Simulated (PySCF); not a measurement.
## Radial density of S (sulfur, neutral)

UHF, [Ne] 3s2 3p3 3d1, high-spin 5D determinant (an excited configuration). Computed with PySCF 2.14 in x2c-QZVPPall with one added diffuse shell each of s, p, d, f type (10s7p5d3f1g, 86 functions), with scalar relativity by spin-free X2C-1e.

| r (bohr) | 4πr²ρ (e/bohr) | 4πr²(ρα − ρβ) |
| --- | --- | --- |
| 0.00190 | 0.1324 | 0.0000 |
| 0.00319 | 0.3480 | 0.0000 |
| 0.00536 | 0.8912 | -0.0001 |
| 0.00902 | 2.184 | -0.0002 |
| 0.0152 | 4.968 | -0.0002 |
| 0.0255 | 9.939 | 0.0005 |
| 0.0429 | 16.02 | 0.0064 |
| 0.0722 | 18.25 | 0.0368 |
| 0.121 | 13.68 | 0.1407 |
| 0.204 | 13.05 | 0.3233 |
| 0.344 | 17.74 | 0.2895 |
| 0.578 | 9.678 | -0.0061 |
| 0.972 | 2.839 | 0.8297 |
| 1.64 | 3.227 | 1.9044 |
| 2.75 | 1.127 | 0.8597 |
| 4.63 | 0.2587 | 0.2527 |
| 7.78 | 0.007634 | 0.0076 |

Densities and radii are taken from the X2C orbitals without a picture-change correction, which distorts them close to the nucleus.

The outer electron is Rydberg-like, and this basis confines it to a smaller radius and binds it less than a complete one would.

**Question.** Where is the radial spin density 4πr²(ρα − ρβ) most negative, and why is it negative at all?

**Answer.** Around r = 0.578 bohr, down to -0.0061 e/bohr: exchange with the open shell polarises the paired shells in an unrestricted calculation.
